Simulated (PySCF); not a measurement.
Si(Cl)2(Me)(SiH3) (CH6Cl2Si2), SMILES [Si]([SiH3])(Cl)(Cl)C.

The structure is a stationary point at TPSSh-D3(BJ)/def2-SVP.

All values below come from PySCF with HF/def2-TZVP.

Symmetry labels are those of the subgroup Cs that the program uses (full group Cs).

Task: List the valence orbital energies around the gap with their symmetry. (The exact figures need the calculation; the answer reports its results.)

Result: 
```
orbital  symmetry  energy (eV)
-------  --------  -----------
HOMO−7         A'       -14.42
HOMO−6         A'       -13.80
HOMO−5         A"       -13.54
HOMO−4         A'       -13.38
HOMO−3         A"       -12.77
HOMO−2         A'       -12.58
HOMO−1         A"       -12.38
HOMO           A'       -10.90
LUMO           A'         2.92
LUMO+1         A"         3.25
LUMO+2         A'         3.42
LUMO+3         A'         3.77
```
